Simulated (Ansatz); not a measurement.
Reaction (redistribution): `OB(F)[SiH3]` + `C=N[SiH2]N` → `C=NB(O)F` + `N[SiH2][SiH3]`

Computed with Ansatz on PBE0-D4/def2-TZVP structures; ΔE is electronic, products minus reactants. CBS: MP2 limit from def2 TZ/QZ plus the TZ coupled-cluster correction, frozen cores. This one scheme is used for every species. Functionals use def2-TZVPP. B3LYP here is the variant with VWN-RPA as its local correlation; programs differ in this. HSE06 is defined as in plane-wave codes. Each species was taken in one conformer, which may not be the lowest.

```tsv
level	ΔE (kJ/mol)	difference from CCSD(T)/CBS
LDA (SPW92)	-38.6	-12.2
PBE0-D4	-37.0	-10.6
r2SCANh-D4	-34.0	-7.6
r2SCAN0-D4	-34.6	-8.2
HSE06-D4	-37.1	-10.7
ωB97X-V	-28.2	-1.8
revPBE	-35.3	-8.9
B3LYP	-31.4	-5.0
r2SCANh	-33.8	-7.4
BHLYP	-31.1	-4.7
CAM-B3LYP	-29.3	-2.9
CCSD(T)/def2-SVP	-45.0	-18.6
MP2/def2-TZVPP	-23.8	2.6
HF/def2-QZVPP	-29.2	-2.8
MP2/def2-QZVPP	-23.1	3.3
SCS-MP2/def2-QZVPP	-22.9	3.5
CCSD(T)/CBS	-26.4	0
```

Largest T1 diagnostic among the species: 0.014.

At CCSD(T), def2-SVP lies −18.6 kJ/mol from the extrapolated value and def2-TZVPP −0.7 kJ/mol. In def2-TZVPP, CCSD(T) changes the Hartree–Fock value by +3.1 kJ/mol (the triples alone add +1.3 kJ/mol) and MP2 by +6.3 kJ/mol. Leaving LDA and LC-ωPBE aside and taking each functional with its dispersion term where it has one, the values, not all of them listed here, spread over 10.7 kJ/mol, from HSE06-D4 to ωB97M-V. LDA lies −3.0 kJ/mol from PBE without D4.
